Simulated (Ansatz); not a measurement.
Consider the formal exchange of groups at the Al–Si bond: `F[SiH](F)[AlH2]` + `BCl` → `[AlH2][BH]Cl` + `F[SiH2]F`.

Calculated with Ansatz (gas phase, PBE0-D4/def2-TZVP geometries, no zero-point term in ΔE). CBS: MP2 limit from def2 TZ/QZ plus the TZ coupled-cluster correction, frozen cores. This one scheme is used for every species.

```json
{"level": "HF/def2-TZVPP", "ΔE (kJ/mol)": "12.8"}
{"level": "MP2/def2-TZVPP", "ΔE (kJ/mol)": "10.3"}
```

What does CCSD(T)/CBS give? (Best estimate.)

Computed: +11.6 kJ/mol. The listed levels differ from it by 1.2, -1.3 kJ/mol.

What do rigid-rotor, harmonic-oscillator terms from PBE0-D4/def2-TZVP frequencies (298.15 K, 1 bar) make of the CCSD(T)/CBS value? (An estimate is asked.)

Ansatz gave: ΔZPE = 0.0 kJ/mol, ΔH = +9.9 kJ/mol, ΔS = -9 J/(mol·K), ΔG = +12.5 kJ/mol. Modes under 50 cm⁻¹ make the entropy rough.

Largest T1 diagnostic among the species: 0.013.

Leaving LDA and LC-ωPBE aside and taking each functional with its dispersion term where it has one, the values, not all of them listed here, spread over 6.6 kJ/mol, from ωB97M-V to PBE-D4.
